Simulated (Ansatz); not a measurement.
Stepwise reaction of `[NH2][Al]([Cl])[Cl]` with ammonia, as a gas-phase model of exchange steps in deposition or etching. ΔE in kJ/mol; ΔG adds harmonic PBE0-D4 terms to CCSD(T)/CBS, at 1 bar.

Gas-phase electronic energies from Ansatz, PBE0-D4/def2-TZVP geometries. CCSD(T)/CBS adds triple-zeta CCSD(T) − MP2 to the extrapolated MP2 energy (def2 sets, frozen cores). This one scheme is used for every species. Functionals use def2-TZVPP. B3LYP here is the variant with VWN-RPA as its local correlation; programs differ in this. One conformer a species, not always the lowest.

```csv
step,reaction,PBE-D4,B3LYP-D4,ωB97M-V,CCSD(T)/CBS,ΔG(400 K)
1,`[NH2][Al]([Cl])[Cl]` + NH₃ → `[NH2][Al]([NH2])[Cl]` + HCl,75.6,73.3,74.8,74.7,65.6
```

(1) Give the row of step 2, `[NH2][Al]([NH2])[Cl]` + NH₃ → `[NH2][Al]([NH2])[NH2]` + HCl. (Estimate.)

(2) By hand: ΔE of the 2 steps together at CCSD(T)/CBS.

## Answers

(1) Ansatz gave: 
```tsv
step	reaction	PBE-D4	B3LYP-D4	ωB97M-V	CCSD(T)/CBS	ΔG(400 K)
2	`[NH2][Al]([NH2])[Cl]` + NH₃ → `[NH2][Al]([NH2])[NH2]` + HCl	90.9	89.3	91.1	89.6	82.4
```

(2) (74.7) + (89.6) = 164.3 kJ/mol, or 82.2 kJ/mol a step.

In ΔE each step is higher than the one before. All are uphill at CCSD(T)/CBS. ΔG lies between 65.6 and 82.4 kJ/mol a step. PBE-D4 differs from CCSD(T)/CBS by 0.9 to 1.3 kJ/mol a step. Isolated molecules leave out the surface, adducts and barriers. Largest T1 diagnostic: 0.009.
